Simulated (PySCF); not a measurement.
# HfH₃⁺, singlet: computed properties

Method: PBE0 in PySCF with Hf def2-TZVP with ECP60, H def2-TZVP; scalar-relativistic core potentials, no spin–orbit coupling; density-fitted integrals.

The structure is a minimum.

Z-matrix (Å, degrees; charge 1 multiplicity 1):
```
Hf
H  1 1.7870
H  1 1.7870 2 101.53
H  1 1.7870 2 101.53 3 104.47
```

| Property | Result |
| --- | --- |
| Point group | C3v |
| Bond lengths | Hf–H 1.787 Å (×3) |
| Bond angles | H–Hf–H 101.5° (×3) |
| Rotational constants | 2.926, 2.926, 2.183 cm⁻¹ |
| Lowest empty level | -8.87 eV |
| Entropy at 298.15 K and 1 bar | 242.8 J/(mol K) |
| Heat capacity Cp at 298.15 K | 47.3 J/(mol K) |
| Zero-point energy | 44.0 kJ/mol |
| Enthalpy at 298.15 K above 0 K | 11.34 kJ/mol |
| Highest occupied level | -14.62 eV |
| Principal polarisabilities | 28.7, 41.3, 41.3 bohr³ |
| Principal quadrupole moments (Buckingham, traceless) about the centre of mass | -1.91, -1.91, 3.81 D Å |
| Rotational symmetry number | 3 |
| Dipole moment about the centre of mass | 3.65 D |

Harmonic modes (masses in u: Hf 179.947, H 1.008):
```csv
symmetry,ω (cm⁻¹),"IR (km/mol, summed over degenerate members)",μ (u),type
a1,500,92.6,1.02,bend
e,605,34.1,1.01,bend
e,1871,253,1.01,stretch
a1,1900,15.2,1.01,stretch
```

In C3v the vibrations span 2a1 + 2e.

Charges (e):
```csv
atom,Mulliken,Löwdin,polar tensor,Mayer order to Hf1
Hf1,1.05,1.19,1.73,–
"H2,3,4",-0.02,-0.06,-0.24,1.00
```

Mulliken populations on Hf1 (electrons outside its core potential): s 2.93, p 6.27, d 1.73, f 0.03.

Outer orbital energies (eV). occupied: -15.38, -14.62, -14.62; empty: -8.87, -8.49, -8.49, -7.15.

Formally Hf is in oxidation state +4, d0. A d0 centre has no lone pair, yet it is C3v rather than trigonal planar: covalent bonding through the d orbitals favours lower symmetry. The polar-tensor charge on Hf, 1.73, is far below the formal one.

Other isomers or separated fragments may lie lower. With an element this heavy the missing spin–orbit coupling can shift these numbers.

The final relaxation and frequency run took 12 s on 2 threads of a shared Intel Xeon Platinum 8488C (Sapphire Rapids) host, with 58 basis functions and 7 gradients; the process peaked at 0.72 GiB. Launch command: `OMP_NUM_THREADS=2 python axn.py task.json out`.
